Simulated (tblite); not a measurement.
C5H8OS.
Numbering: `[CH:1]#[C:2][CH2:3][CH2:4][S@@:5]([CH3:6])=[O:7]` (hydrogens: H8 on C1; H9, H10 on C3; H11, H12 on C4; H13, H14, H15 on C6)

Computed with GFN2-xTB (tblite), gas phase: nudged elastic band of 9 images (0 to 8), spring 0.2 eV/Å², climbing image at the end, force threshold 0.05 eV/Å. The top image wasn't refined or checked by frequencies; at this threshold it can lie a kcal/mol or more above the true saddle point of the method.

Path: rotation about C4–S5 (sp3 carbon bound to sulfur, sulfinyl sulfur), followed by the dihedral C3–C4–S5–C6, from -169° to -72°. Start geometry (image 0):
```
atom  x, y, z in Å
C1      3.525   -0.326    0.200
C2      2.484    0.144   -0.154
C3      1.202    0.675   -0.571
C4      0.060   -0.230   -0.128
S5     -1.545    0.590   -0.599
C6     -2.604   -0.562    0.384
O7     -1.556    1.865    0.116
H8      4.449   -0.718    0.503
H9      1.194    0.784   -1.659
H10     1.056    1.665   -0.127
H11     0.076   -0.368    0.952
H12     0.092   -1.195   -0.630
H13    -3.634   -0.244    0.262
H14    -2.476   -1.566   -0.002
H15    -2.327   -0.506    1.431
```

The first guess turns that dihedral rigidly in even steps and adds one set of random displacements (0.04 Å standard deviation a coordinate) to every inner image. Energies of the images above image 0 (eV) in the early part of the optimisation:

| iteration | 1 | 2 | 3 | 4 | 5 | 6 | 7 | 8 |
| --- | --- | --- | --- | --- | --- | --- | --- | --- |
| 0 | 1.643 | 1.655 | 1.704 | 1.777 | 1.859 | 1.933 | 1.999 | -0.002 |
| 10 | 0.087 | 0.106 | 0.128 | 0.141 | 0.138 | 0.122 | 0.108 | -0.002 |
| 20 | 0.033 | 0.051 | 0.073 | 0.088 | 0.087 | 0.073 | 0.061 | -0.002 |
| 30 | 0.016 | 0.033 | 0.054 | 0.068 | 0.066 | 0.051 | 0.039 | -0.002 |
| 40 | 0.007 | 0.022 | 0.042 | 0.055 | 0.054 | 0.040 | 0.027 | -0.002 |

Problem. Where does the band end, and how far was the first guess from it?

Solution. Final energies, images 1 to 8: 0.005, 0.019, 0.038, 0.049, 0.046, 0.029, 0.020, -0.002 eV. The highest point drops from 2.00 eV (image 7) to 0.049 eV (image 4), by 1.95 eV. Image 4 moved by 0.07 Å rms, its dihedral from -119° to -120°. The end images are fixed. The true force on the top image ends at 0.009 eV/Å, and the largest on any image at 0.02 eV/Å; away from the top, the method drives only the force across the path to zero. The last saved iteration is 90.

What follows is the cost of the whole band run. On one thread of an Arm Neoverse V2 (shared host), this took 3.8 s of wall time.
